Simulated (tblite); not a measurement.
Compound: C4H13NSi.
Bonds: C1–C2, C2–C3, C3–N4, N4–C5, N4–Si6. Hydrogens: H7, H8, H9 on C1; H10, H11 on C2; H12, H13 on C3; H14, H15, H16 on C5; H17, H18, H19 on Si6.

Computed with GFN2-xTB (tblite), gas phase: Langevin dynamics at 300 K from the optimised GFN2-xTB geometry, time step 0.5 fs, friction 0.01 fs⁻¹, 2000 steps. The instantaneous temperature is 2·E(kin)/(3Nk) with all 3N coordinates.

```csv
t (fs),T (K),E(pot) above start (eV),C1–C2 (Å),C2–C3 (Å),C3–N4 (Å),N4–C5 (Å),N4–Si6 (Å),C1–H7 (Å),C1–C2–C3–N4 (°)
0,244,0.000,1.523,1.532,1.443,1.442,1.719,1.088,-178
25,140,0.422,1.520,1.546,1.451,1.479,1.719,1.014,-175
50,242,0.314,1.526,1.546,1.420,1.455,1.699,1.070,-172
75,226,0.538,1.531,1.513,1.433,1.459,1.765,1.132,-172
100,226,0.577,1.542,1.508,1.431,1.415,1.701,1.096,-177
125,303,0.531,1.513,1.512,1.493,1.429,1.735,1.058,174
150,264,0.640,1.485,1.544,1.464,1.450,1.693,1.095,179
175,285,0.690,1.534,1.628,1.424,1.449,1.720,1.120,179
200,341,0.635,1.565,1.534,1.400,1.456,1.762,1.062,170
225,319,0.679,1.542,1.498,1.403,1.440,1.755,1.072,170
250,286,0.780,1.503,1.552,1.423,1.445,1.742,1.095,177
275,382,0.694,1.503,1.535,1.468,1.466,1.754,1.074,-178
300,373,0.728,1.505,1.546,1.478,1.449,1.705,1.107,180
325,339,0.829,1.558,1.569,1.483,1.446,1.754,1.088,-172
350,294,0.802,1.584,1.545,1.461,1.399,1.678,1.091,-171
375,250,0.816,1.533,1.486,1.504,1.462,1.722,1.108,-170
400,372,0.572,1.554,1.530,1.460,1.488,1.685,1.062,-171
425,348,0.500,1.546,1.564,1.418,1.472,1.738,1.064,-169
450,336,0.726,1.493,1.571,1.402,1.455,1.717,1.097,-173
475,330,0.652,1.498,1.537,1.440,1.436,1.734,1.131,-177
500,239,0.743,1.547,1.575,1.474,1.419,1.704,1.079,-174
525,288,0.732,1.565,1.513,1.464,1.446,1.693,1.089,-178
550,370,0.616,1.575,1.492,1.447,1.435,1.778,1.089,176
575,352,0.793,1.504,1.546,1.425,1.393,1.737,1.104,-179
600,349,0.882,1.438,1.542,1.464,1.486,1.737,1.107,-169
625,300,0.898,1.494,1.555,1.412,1.486,1.730,1.068,-168
650,450,0.922,1.603,1.593,1.451,1.475,1.759,1.092,-173
675,351,0.872,1.572,1.480,1.440,1.432,1.741,1.118,180
700,368,0.863,1.493,1.506,1.446,1.406,1.732,1.100,179
725,401,0.816,1.458,1.578,1.457,1.453,1.781,1.109,-178
750,393,0.667,1.527,1.569,1.438,1.459,1.694,1.092,178
775,288,0.744,1.547,1.466,1.464,1.453,1.716,1.107,173
800,266,0.688,1.570,1.492,1.445,1.424,1.735,1.135,173
825,287,0.777,1.562,1.578,1.459,1.394,1.720,1.069,171
850,260,0.820,1.477,1.573,1.463,1.427,1.726,1.051,168
875,323,0.870,1.528,1.594,1.403,1.433,1.732,1.081,166
900,312,0.870,1.572,1.600,1.426,1.457,1.750,1.067,163
925,355,0.793,1.556,1.561,1.454,1.445,1.681,1.069,156
950,255,1.181,1.519,1.549,1.489,1.435,1.757,1.118,152
975,330,0.820,1.506,1.567,1.403,1.410,1.722,1.154,151
1000,312,0.913,1.517,1.590,1.405,1.445,1.736,1.130,142
```

Q: From 500 fs on, how do temperature and potential energy compare with equipartition?

A: The mean temperature of these 21 frames is 326 K against the target 300 K, and the mean potential energy 0.82 eV against 51 × kT/2 = 0.66 eV for 51 classical harmonic modes. For 19 atoms in a canonical ensemble the temperature itself scatters by T·√(2/(3N)) = 56 K; here its standard deviation is 53 K. The whole run lasts only 10 friction times of 100 fs, so these averages carry a wide statistical error.

Q: What are the kinetic and total energies of the listed frame with the highest potential energy?

A: The one at 950 fs, 1.181 eV above the start. Its kinetic energy is 3NkT/2 = 0.626 eV at 255 K, so the sum is 1.81 eV; over the listed frames the sum runs from 0.60 to 2.03 eV, since the thermostat adds and removes energy.

Q: How much do the listed bonds fluctuate from 500 fs on?

A: 
```json
{"bond": "C1–C2", "at the start (Å)": "1.523", "mean (Å)": "1.530", "standard deviation (Å)": "0.042"}
{"bond": "C2–C3", "at the start (Å)": "1.532", "mean (Å)": "1.549", "standard deviation (Å)": "0.040"}
{"bond": "C3–N4", "at the start (Å)": "1.443", "mean (Å)": "1.444", "standard deviation (Å)": "0.023"}
{"bond": "N4–C5", "at the start (Å)": "1.442", "mean (Å)": "1.439", "standard deviation (Å)": "0.026"}
{"bond": "N4–Si6", "at the start (Å)": "1.719", "mean (Å)": "1.731", "standard deviation (Å)": "0.025"}
{"bond": "C1–H7", "at the start (Å)": "1.088", "mean (Å)": "1.097", "standard deviation (Å)": "0.025"}
```

The motion is classical and holds no zero-point motion.

What follows is the cost of the whole dynamics run. The run took 12 s on one thread, Intel Xeon Platinum 8488C (x86_64), shared host with 192 logical CPUs at a one-minute load of 26, and the process peaked at 0.19 GiB of memory.
